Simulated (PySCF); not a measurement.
# Computed spin Hamiltonian

Species: C₅H₅FS (charge +1 and doublet state).
Cartesian coordinates in Å at the GFN2-xTB level; atoms count from 1:
```
atom  x, y, z in Å
C1     1.9869   -0.1156    0.6395
C2     0.8597   -0.5364    0.0283
C3    -0.3687    0.1981   -0.0310
C4    -0.5205    1.4094    0.5334
S5    -0.6853    2.7857    1.1806
C6    -1.5478   -0.4093   -0.7582
F7    -1.2398   -1.6237   -1.2569
H8     2.8684   -0.7358    0.6347
H9     2.0620    0.8323    1.1483
H10    0.8425   -1.4986   -0.4685
H11   -2.4015   -0.5357   -0.0760
H12   -1.8547    0.2287   -1.6003
```

The hyperfine couplings belong to this conformer and change with its torsions.

Identity: `[CH2+][CH]C(=C=S)CF` [radical] (charge +1).

Computed with UKS B3LYP, pcH-1 on C F H S, non-relativistic, mean-field spin-orbit, GIAO (PySCF 2.14.0). The structure is a single GFN2-xTB conformer in the gas phase; no vibrational or solvent corrections. A GFN2-xTB geometry isn't a minimum of the functional, and hyperfine couplings can be far from their values at a DFT geometry, by a factor of two or more for some ions and for spin on atoms past the first row. Stability of the SCF solution: not tested.

```
g1, g2, g3                      : 1.99879, 2.00226, 2.00639
g_iso                           : 2.00248
Form of g                       : rhombic: the two nearest values differ by 46 % of g3 − g1
⟨S²⟩                            : 0.7661 (exact 0.7500)
HOMO–LUMO gap, α and β orbitals : 3.52, 3.73 eV
```

Hyperfine couplings atom by atom, in mT; T1 to T3 are the principal values of the dipolar part; ρ(0) is the spin density at the nucleus (MHz turned into mT with g_iso):

| atom | isotope | a_iso | of which spin–orbit | T1 | T2 | T3 | Mulliken spin population | ρ(0) (bohr⁻³) |
| --- | --- | --- | --- | --- | --- | --- | --- | --- |
| C1 | 13C | 1.16 | 0.00 | -1.20 | -1.17 | 2.37 | 0.42 | 0.0290 |
| C2 | 13C | -0.84 | 0.00 | -0.21 | 0.05 | 0.16 | -0.07 | -0.0211 |
| C3 | 13C | 0.85 | 0.00 | -0.93 | -0.90 | 1.83 | 0.28 | 0.0213 |
| C4 | 13C | -0.49 | -0.02 | -0.52 | -0.17 | 0.70 | 0.03 | -0.0118 |
| S5 | 33S | 0.23 | -0.02 | -1.26 | -1.03 | 2.29 | 0.35 | 0.0202 |
| C6 | 13C | -0.48 | 0.00 | -0.08 | -0.03 | 0.11 | -0.02 | -0.0120 |
| F7 | 19F | 0.05 | 0.01 | -0.47 | -0.19 | 0.67 | 0.00 | 0.0003 |
| H8 | 1H | -1.00 | 0.00 | -0.57 | -0.06 | 0.64 | -0.02 | -0.0063 |
| H9 | 1H | -0.94 | 0.00 | -0.47 | -0.10 | 0.57 | -0.02 | -0.0059 |
| H10 | 1H | 0.08 | 0.00 | -0.12 | -0.04 | 0.15 | 0.00 | 0.0005 |
| H11 | 1H | 1.92 | 0.00 | -0.11 | -0.04 | 0.14 | 0.02 | 0.0121 |
| H12 | 1H | 1.95 | 0.00 | -0.11 | -0.04 | 0.14 | 0.02 | 0.0122 |

The Mulliken spin populations are largest on C1 (+0.42), S5 (+0.35), C3 (+0.28) and C2 (-0.07). Three atoms exceed +0.15. The positive populations add up to 1.13 and the negative ones to -0.13, together 2S = 1.

C2, the radical centre as drawn in `[CH2+][CH]C(=C=S)CF`, holds a spin population of -0.07 out of 1.

Axes: g1 points within 4° of the C3–C4 bond.

Under fast tumbling the dipolar parts average out, and these isotropic splittings remain: 2 × 1H (H11/H12, I = 1/2, 3 lines) with 1.94 mT, 1 × 1H (H8, I = 1/2, 2 lines) with 1.00 mT, 1 × 1H (H9, I = 1/2, 2 lines) with 0.94 mT, 1 × 1H (H10, I = 1/2, 2 lines) with 0.08 mT and 1 × 19F (F7, I = 1/2, 2 lines) with 0.05 mT.

Means are taken over nuclei equivalent by connectivity, which assumes that they swap fast. H8 and H9 aren't averaged: C1 is flat or nearly so (angle sum 360°), and its turn about the short C1–C2 bond (1.35 Å) is taken as slow.

The 33S coupling of S5 (6.4 MHz) shows only in satellite lines or after enrichment, since that isotope makes up about 0.76 % of natural sulfur.

The 13C coupling of C1 (32.5 MHz) shows only in satellite lines or after enrichment, since that isotope makes up about 1.07 % of natural carbon.

The spin density at the nucleus, in bohr⁻³, is negative for C2 (-0.0211), C6 (-0.0120) and C4 (-0.0118), for instance. A restricted open-shell determinant has no negative spin density anywhere; here it arises because α and β orbitals differ (spin polarisation).
